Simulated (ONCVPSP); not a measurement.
# Gd, ONCV: configuration errors across variants

```json
{
  "Element": "gadolinium",
  "Generator": "ONCVPSP 4.0.1",
  "Type": "optimised norm-conserving Vanderbilt (ONCV)",
  "Functional": "revPBE",
  "Relativity": "scalar-relativistic",
  "Frozen core": "[Kr] 4d10",
  "Valence charge": "18",
  "Reference configuration": "4f7 5s2 5p6 5d1 6s1 (charge +1)",
  "Partial waves": "5s+6s: rc 2.25 bohr, ncon 5, nbas 8, qcut 5.3 1/bohr, 2 projectors; 5p: rc 1.45 bohr, ncon 4, nbas 7, qcut 5.2 1/bohr, 1 projector; 5d: rc 3.15 bohr, ncon 3, nbas 7, qcut 4.3 1/bohr, 1 projector; 4f: rc 1.20 bohr, ncon 4, nbas 9, qcut 14.9 1/bohr, 2 projectors, debl 1.2 Ha",
  "Local potential": "polynomial inside 0.80 bohr (lpopt 5, dvloc0 0 Ha)",
  "Core correction": "polynomial model core, fcfact 0.7"
}
```

All-electron excitation energies from the reference (eV): (1) 4f7 5s2 5p6 5d1 6s2 -6.571; (2) 4f7 5s2 5p6 5d1 6s0 11.958; (3) 4f7 5s2 5p6 5d0 6s0 31.711; (4) 4f7 5s2 5p6 5d1.5 6s1.5 -5.730.

A true bound ghost makes a file unfit for plane-wave use even where its test errors are small: the radial tests pick states by their node count and pass the ghost by.

Errors AE − PS in meV (a dash: test not solved or not reliable):

```csv
change,(1),(2),(3),(4),bound ghosts,GHOST(+) flags above zero
base,+1.2,-5.8,+29,+1.3,"s, p",d
s: rc 1.7,+1.4,-5.3,+27,+1.3,"s, p",d
s: rc 2.32,+1.2,-5.9,+29,+1.4,"s, p",d
s: rc 2.58,+1.1,-6.2,+30,+1.4,"s, p",d
s: rc 2.92,+0.9,-6.6,+32,+1.5,"s, p",d
s: rc 3.22,+0.9,-6.7,+34,+1.7,"s, p",d
```

Q: Give the same row for: s: rc 2.04.

A: +1.3, -5.6, +28, +1.3; bound ghosts: s, p; GHOST(+) flags above zero: d.
